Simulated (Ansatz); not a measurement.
`[O]=[W](=[O])([OH])[Cl]` and `[CH3][W](=[O])(=[O])[OH]` differ in one atom or group.

Ansatz, PBE0-D4/def2-TZVP geometries, multiplicity 1. Each molecule was computed in one conformer, which needn't be the lowest.

Elements past krypton have def2 core potentials.

```
                                          property  `[O]=[W](=[O])([OH])[Cl]`
size of the dipole moment (ωB97M-V/def2-TZVPP) / D                       3.19
                LUMO energy (PBE0/def2-TZVPP) / eV                      -2.36
             LUMO energy (ωB97M-V/def2-TZVPP) / eV                      -0.24
                HOMO energy (PBE0/def2-TZVPP) / eV                      -9.33
               LUMO energy (B3LYP/def2-TZVPP) / eV                      -2.60
                 LUMO energy (PBE/def2-TZVPP) / eV                      -3.09
```

(1) What does the change do to each property? (Estimate.)

Results:

(1) The calculation gave: 
| property | `[CH3][W](=[O])(=[O])[OH]` | shift |
| --- | --- | --- |
| size of the dipole moment (ωB97M-V/def2-TZVPP) / D | 3.70 | 0.51 |
| LUMO energy (PBE0/def2-TZVPP) / eV | -1.88 | 0.48 |
| LUMO energy (ωB97M-V/def2-TZVPP) / eV | 0.26 | 0.50 |
| HOMO energy (PBE0/def2-TZVPP) / eV | -8.84 | 0.49 |
| LUMO energy (B3LYP/def2-TZVPP) / eV | -2.14 | 0.46 |
| LUMO energy (PBE/def2-TZVPP) / eV | -2.69 | 0.40 |

The zero-point energy changes by 89.7 kJ/mol with +9 modes. Dipoles are sizes alone; their direction can turn.

B3LYP here is the variant with VWN-RPA as its local correlation; programs differ in this.
